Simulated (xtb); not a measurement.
C$_{6}$H$_{14}$, charge -1, doublet, at the geometry of the source list (a state made from the parent by changing its charge; the spin is typed, not shown lowest); xtb with GFN2-xTB with GBSA(toluene).

xtb was given this input:
```
$ xtb mol.xyz --gfn 2 --chrg -1 --uhf 1 --gbsa toluene --json

# file mol.xyz
20

C      2.83340000     0.85030000    -0.34240000
C      1.82880000     0.00110000     0.42560000
C      0.44440000     0.03160000    -0.21760000
C     -0.56010000    -0.81700000     0.55810000
C     -1.93330000    -0.90240000    -0.10840000
C     -2.66640000     0.43210000    -0.15860000
H      2.93620000     0.49080000    -1.36410000
H      2.50950000     1.88830000    -0.37790000
H      3.81090000     0.81330000     0.13320000
H      2.18440000    -1.03130000     0.46810000
H      1.75560000     0.36640000     1.45290000
H      0.09860000     1.06580000    -0.26140000
H      0.51550000    -0.34040000    -1.24290000
H     -0.67420000    -0.40920000     1.56570000
H     -0.15880000    -1.82930000     0.65710000
H     -1.81730000    -1.29070000    -1.12340000
H     -2.54310000    -1.61770000     0.44960000
H     -2.74670000     0.86090000     0.83800000
H     -3.67090000     0.29620000    -0.55390000
H     -2.14660000     1.14120000    -0.79750000
```

Q: Write the output that xtb gives for this input, abridged.

A: 
```
   ID    Z sym.   atoms
    1    6 C      1-6
    2    1 H      7-20

           -------------------------------------------------
          |                Calculation Setup                |
           -------------------------------------------------

           -------------------------------------------------
          |                 G F N 2 - x T B                 |
           -------------------------------------------------

      * Solvation model:               GBSA
        Solvent                        toluene
        Parameter file                 internal GFN2-xTB/GBSA
        Dielectric constant                7.0000E+00
        Reference state                gsolv [1 M gas/solution]
        Free energy shift                  4.5239E-03 Eh       2.8388E+00 kcal/mol
        Temperature                        2.9815E+02 K
        Density                            8.6700E-01 kg/L
        Solvent mass                       9.2140E+01 g/mol
        Interaction kernel             Still
        Born radius scaling (c1)           1.5686E+00
        Born radii integrator          GBOBC
        Born offset                        0.0000E+00 a0       0.0000E+00 AA
        H-bond correction              false
        Ion screening                  false
        Surface tension                    1.0000E-05 Eh       1.5569E+01 dyn/cm
        Grid points                               230 per atom

          ...................................................
          :                      SETUP                      :
          :.................................................:
          :  # basis functions                  38          :
          :  # atomic orbitals                  38          :
          :  # shells                           26          :
          :  # electrons                        39          :
          :  max. iterations                   250          :
          :  Hamiltonian                  GFN2-xTB          :
          :  restarted?                      false          :
          :  GBSA solvation                   true          :
          :  PC potential                    false          :
          :  electronic temp.          300.0000000     K    :
          :  accuracy                    1.0000000          :
          :  -> integral cutoff          0.2500000E+02      :
          :  -> integral neglect         0.1000000E-07      :
          :  -> SCF convergence          0.1000000E-05 Eh   :
          :  -> wf. convergence          0.1000000E-03 e    :
          :  Broyden damping             0.4000000          :
          :  net charge                         -1          :
          :  unpaired electrons                  1          :
          ...................................................

 iter      E             dE          RMSdq      gap      omega  full diag
   1    -20.1203609 -0.201204E+02  0.338E+00    0.66       0.0  T
   2    -20.2011907 -0.808298E-01  0.172E+00    0.63       1.0  T
   3    -20.2022514 -0.106069E-02  0.876E-01    0.61       1.0  T
   4    -20.2024100 -0.158647E-03  0.114E-01    0.54       1.0  T
   5    -20.2025028 -0.928089E-04  0.597E-02    0.54       1.0  T
   6    -20.2024999  0.293428E-05  0.243E-02    0.55       1.0  T
   7    -20.2025068 -0.688668E-05  0.359E-03    0.55       6.2  T
   8    -20.2025069 -0.677955E-07  0.169E-03    0.55      13.2  T
   9    -20.2025069 -0.145998E-08  0.281E-04    0.55      79.5  T
  10    -20.2025069 -0.241844E-09  0.129E-04    0.55     172.9  T

   *** convergence criteria satisfied after 10 iterations ***

         :::::::::::::::::::::::::::::::::::::::::::::::::::::
         ::                     SUMMARY                     ::
         :::::::::::::::::::::::::::::::::::::::::::::::::::::
         :: total energy             -19.898308573969 Eh    ::
         :: total w/o Gsasa/hb       -19.891030162525 Eh    ::
         :: gradient norm              0.189616815013 Eh/a0 ::
[...]

     #   Z          covCN         q      C6AA      α(0)
     1   6 C        3.752    -0.101    22.482     6.762
     2   6 C        3.801    -0.089    22.199     6.708
     3   6 C        3.802    -0.089    22.192     6.707
     4   6 C        3.802    -0.098    22.363     6.733
     5   6 C        3.800    -0.077    21.972     6.674
     6   6 C        3.751    -0.079    22.074     6.700
     7   1 H        0.925    -0.021     3.443     2.902
     8   1 H        0.925    -0.020     3.433     2.897
     9   1 H        0.925    -0.052     4.132     3.179
    10   1 H        0.924    -0.042     3.890     3.084
    11   1 H        0.924    -0.043     3.930     3.100
    12   1 H        0.924    -0.043     3.932     3.101
    13   1 H        0.924    -0.053     4.159     3.189
    14   1 H        0.924    -0.050     4.098     3.166
    15   1 H        0.924    -0.049     4.059     3.151
    16   1 H        0.924    -0.037     3.779     3.040
    17   1 H        0.924    -0.054     4.197     3.204
    18   1 H        0.925    -0.004     3.127     2.766
    19   1 H        0.925    -0.005     3.155     2.778
    20   1 H        0.925     0.005     2.972     2.696

 Mol. C6AA /au·bohr⁶  :       3048.120545
 Mol. C8AA /au·bohr⁸  :      60344.500862
 Mol. α(0) /au        :         82.535808

Wiberg/Mayer (AO) data.
largest (>0.10) Wiberg bond orders for each atom

 ---------------------------------------------------------------------------
     #   Z sym  total        # sym  WBO       # sym  WBO       # sym  WBO
 ---------------------------------------------------------------------------
     1   6 C    3.946 --     8 H    0.989     7 H    0.989     9 H    0.938
                             2 C    0.897
     2   6 C    3.917 --    10 H    0.977    11 H    0.974     3 C    0.899
                             1 C    0.897
     3   6 C    3.925 --    12 H    0.973    13 H    0.966     4 C    0.935
                             2 C    0.899
     4   6 C    3.899 --    15 H    0.975    14 H    0.971     3 C    0.935
                             5 C    0.838
     5   6 C    3.929 --     6 C    1.026    16 H    0.971    17 H    0.945
                             4 C    0.838
     6   6 C    3.993 --     5 C    1.026    20 H    0.988    19 H    0.974
                            18 H    0.971
     7   1 H    1.000 --     1 C    0.989
     8   1 H    1.000 --     1 C    0.989
     9   1 H    0.980 --     1 C    0.938
    10   1 H    0.998 --     2 C    0.977
    11   1 H    0.998 --     2 C    0.974
    12   1 H    0.998 --     3 C    0.973
    13   1 H    0.997 --     3 C    0.966
    14   1 H    0.997 --     4 C    0.971
    15   1 H    0.998 --     4 C    0.975
    16   1 H    0.998 --     5 C    0.971
    17   1 H    0.988 --     5 C    0.945
    18   1 H    0.996 --     6 C    0.971
    19   1 H    0.992 --     6 C    0.974
    20   1 H    1.000 --     6 C    0.988
 ---------------------------------------------------------------------------

Topologies differ in total number of bonds
Writing topology from bond orders to xtbtopo.mol

molecular dipole:
                 x           y           z       tot (Debye)
 q only:       -0.591       0.341      -0.175
   full:       -0.586       0.357      -0.198       1.815
molecular quadrupole (traceless):
                xx          xy          yy          xz          yz          zz
 q only:      -11.905      -4.718       5.128       0.148       0.816       6.777
  q+dip:      -14.412      -5.678       5.735       0.269       0.737       8.678
   full:      -12.913      -5.062       5.345       0.183       0.753       7.568

           -------------------------------------------------
          | TOTAL ENERGY              -19.898308573969 Eh   |
          | GRADIENT NORM               0.189616815013 Eh/α |
          | HOMO-LUMO GAP               0.547436330517 eV   |
           -------------------------------------------------

normal termination of xtb
```
